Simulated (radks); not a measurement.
Spherical jellium clusters: N electrons in a uniform positive sphere of charge N and radius rs N^(1/3), rs = 5.06 bohr. Calculated with a radial shooting solver with Libxc functionals: non-relativistic Kohn-Sham, LDA (Slater exchange, Perdew-Wang correlation), spin-polarised, spherical densities. Levels are named by radial order and angular momentum (1s, 1p, 1d, 2s, ...), and open shells are averaged over m.

N = 25, configuration 1s2 1p6 1d10 2s2 1f(up 5, down 0). This is the lowest configuration that the search found. Occupied and some empty levels:

| level | occupation | eigenvalue (eV) | <r> (bohr) |
|---|---|---|---|
| 1s up | 1 | -3.9684 | 9.463 |
| 1s down | 1 | -3.8286 | 8.961 |
| 1p up | 3 | -3.5779 | 10.80 |
| 1p down | 3 | -3.3909 | 10.59 |
| 1d up | 5 | -3.0459 | 11.71 |
| 1d down | 5 | -2.8367 | 11.65 |
| 2s up | 1 | -2.6518 | 8.865 |
| 2s down | 1 | -2.5621 | 9.159 |
| 1f up | 5 | -2.3948 | 12.47 |
| 1f down | 0 | -2.1783 | 12.50 |
| 2p up | 0 | -1.8409 | 10.64 |
| 2p down | 0 | -1.7454 | 10.73 |
| 1g up | 0 | -1.6452 | 13.19 |
| 1g down | 0 | -1.4327 | 13.31 |
| 2d up | 0 | -1.0532 | 12.68 |
| 2d down | 0 | -0.94991 | 12.82 |

Energy (eV): total -45.9725, kinetic 29.022, external -1372.0, Hartree 683.04, exchange-correlation -75.759, background 689.69.
